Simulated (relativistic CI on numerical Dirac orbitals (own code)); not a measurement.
Er²⁷⁺: sensitivity of the levels to the model

Base calculation: Dirac-Coulomb-Breit CI, KLI orbitals optimised for each configuration, model QED, unscaled Slater integrals.

CI space (outside the closed core [Ar] 3d10): 4s2 4p6 4d5, 4s2 4p5 4d6, 4s2 4p6 4d4 4f, 4s 4p6 4d5 4f, 4p6 4d7, 4p5 4d8, 4s2 4p6 4d3 5s2, 4s2 4p6 4d2 4f 5s2, 4s 4p6 4d3 4f 5s2. Double excitations out of closed p, d and f shells are left out; levels of such configurations are missing from the list, as are those of other unlisted configurations, and high levels can miss mixing partners.

Variants: (1) QED terms removed; (2) only the first configuration. Shifts of the energy above 4s2 4p6 4d5 6S_5/2, in cm⁻¹, for the lowest level and the first level of each name with at least 55 % of one term (blank where a level changes its place among those of its configuration and J or its character, or is not in the variant):

```
               Level     Base  Δ(1)  Δ(2)
  4s2 4p6 4d5 6S_5/2        0     0     0
  4s2 4p6 4d5 4P_1/2   119926  -204   +16
 4s2 4p6 4d5 2I_11/2   171299  -371  -362
  4s2 4p6 4d5 4D_1/2   182473  -391  -273
 4s2 4p6 4d5 2I_13/2   187427  -380  -389
  4s2 4p6 4d5 2G_7/2   218269  -381  -375
  4s2 4p6 4d5 4F_5/2   219944  -383  +237
  4s2 4p6 4d5 2G_9/2   260404  -417  +217
 4s2 4p6 4d5 2H_11/2   283922  -601   +48
  4s2 4p6 4d5 2P_3/2   311206  -364  +443
  4s2 4p6 4d5 2P_1/2   360830  -545  +151
4s2 4p5 4d6 6F°_11/2  1134249  +785      
 4s2 4p5 4d6 6F°_9/2  1205578  +580      
4s2 4p5 4d6 4H°_13/2  1232603  +596      
4s2 4p5 4d6 4I°_15/2  1265701  +602
```

At this charge energies of transitions that change n are usually good to better than 1 %, and those within a shell (Δn = 0) to a few per cent. Terms inside the open d or f shell come out 10 to 20 % too wide with unscaled integrals.

Ionisation energy from the two ground configurations alone: base 988.957 eV. The NIST ASD value (theoretical) is 989 eV.

LS names give the leading component of a level, which can be under half, so a name can repeat, a term be missing and a line seem to break the LS rules.
